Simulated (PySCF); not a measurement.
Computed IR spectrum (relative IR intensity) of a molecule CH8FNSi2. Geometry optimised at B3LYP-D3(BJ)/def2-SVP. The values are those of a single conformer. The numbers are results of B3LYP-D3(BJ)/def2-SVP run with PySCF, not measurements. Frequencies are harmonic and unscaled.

Lines under 2 % of the strongest are left out, and lines within 2 cm⁻¹ are merged.

ν (cm⁻¹): 174 (vw), 272 (w), 275 (w), 407 (w), 618 (vw), 671 (vw), 739 (w), 796 (vs), 826 (w), 843 (m), 853 (vs), 909 (s), 932 (w), 958 (m), 1093 (vw), 1266 (vw), 1635 (w), 2185 (m), 2194 (m), 2212 (m), 2219 (s), 3028 (w), 3078 (vw) (against the strongest line: vs over 80 %, s over 45 %, m over 15 %, w over 4 %, vw less)

Q: Which structure fits?
A) F[SiH2]NC[SiH3]
B) NC[SiH2][SiH2]F
C) NC[Si@H](F)[SiH3]
D) C[Si@@H](F)N[SiH3]

A: B, NC[SiH2][SiH2]F
